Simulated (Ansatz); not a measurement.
C3H6OSi, SMILES `COC#C[SiH3]`, relaxed with RKS PBE-D4/def2-SVP in Ansatz from a rough embedded geometry. The force threshold is 0.03 eV/Å; the program also tests the step.

The species carries charge 0 and has multiplicity 1.

Start:

```xyz
11

C    -2.368    0.397   -0.804
O    -1.622    1.046    0.198
C    -0.387    0.519    0.349
C     0.728    0.190    0.501
Si    2.438   -0.550    0.740
H    -1.803    0.453   -1.791
H    -3.321    0.814   -0.906
H    -2.415   -0.672   -0.553
H     2.691   -1.657   -0.261
H     3.443    0.515    0.442
H     2.617   -1.056    2.085
```

| step | energy (eV) | largest force (eV/Å) | largest move (Å) |
| --- | --- | --- | --- |
| 1 | -13113.6674 | 7.068 | 0.000 |
| 2 | -13114.1004 | 0.897 | 0.093 |
| 3 | -13114.1450 | 0.278 | 0.039 |
| 4 | -13114.1503 | 0.191 | 0.013 |
| 5 | -13114.1526 | 0.089 | 0.082 |
| 6 (rejected) | -13114.1471 | 0.381 | 0.074 |
| 7 | -13114.1554 | 0.031 | 0.037 |
| 8 | -13114.1563 | 0.004 | 0.034 |

End:

```xyz
11

C    -2.386    0.375   -0.840
O    -1.570    0.993    0.179
C    -0.373    0.517    0.322
C     0.774    0.091    0.485
Si    2.469   -0.528    0.732
H    -1.894    0.458   -1.831
H    -3.343    0.925   -0.843
H    -2.560   -0.694   -0.598
H     2.742   -1.657   -0.226
H     3.482    0.558    0.485
H     2.659   -1.039    2.135
```

It took 10 s on 4 threads of a server CPU on a shared host, with 0.14 GiB of host memory at the peak.
